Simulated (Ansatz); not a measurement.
Calculated with Ansatz (gas phase, PBE0-D4/def2-TZVP geometries, no zero-point term in ΔE). CBS: MP2 limit from def2 TZ/QZ plus the TZ coupled-cluster correction, frozen cores. This one scheme is used for every species. DFT in def2-TZVPP. B3LYP here is the variant with VWN-RPA as its local correlation; programs differ in this. One conformer a species, not always the lowest.

Reaction (ligand exchange at a B–C bond): `CB[SiH2]C` + HCl → `C[SiH2]BCl` + CH₄

| level | ΔE (kJ/mol) | difference from CCSD(T)/CBS |
| --- | --- | --- |
| B3LYP-D4 | -102.3 | -1.4 |
| ωB97X-V | -99.9 | 1.0 |
| ωB97M-V | -100.1 | 0.8 |
| PBE0 | -100.1 | 0.8 |
| B3LYP | -102.5 | -1.6 |
| HF/def2-TZVPP | -102.4 | -1.5 |
| MP2/def2-TZVPP | -104.9 | -4.0 |
| SCS-MP2/def2-TZVPP | -103.8 | -2.9 |
| CCSD/def2-TZVPP | -98.8 | 2.1 |
| CCSD/CBS(def2) | -98.9 | 2.0 |
| CCSD(T)/CBS | -100.9 | 0 |

Largest T1 diagnostic among the species: 0.012.
